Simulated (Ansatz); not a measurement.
A structure relaxed at r2SCAN-D4/def2-TZVP in Ansatz, charge 0, singlet:

```xyz
4

Mg   -0.595   -0.109   -1.494
Mg   -0.470    1.309    0.814
S     1.389   -0.055   -0.041
S    -0.324   -1.145    0.721
```

Task: Give its formula and point group.

Result: the cluster Mg2S2. Point group C2v (tolerance 0.1 Å).

Task: Summarise the bond lengths by kind (pairs closer than 1.2 times the sum of covalent radii, bridged metal pairs left out).

Result: 4 × Mg–S 2.46 Å; 1 × S–S 2.17 Å.

The restricted singlet is unstable towards broken spin symmetry in Hartree–Fock (as tested in another run); at r2SCAN-D4/def2-TZVP this wasn't settled. Another isomer (singlet) lies 2.22 eV lower at PBE0-D4/def2-TZVP; other spin states weren't run for this one.
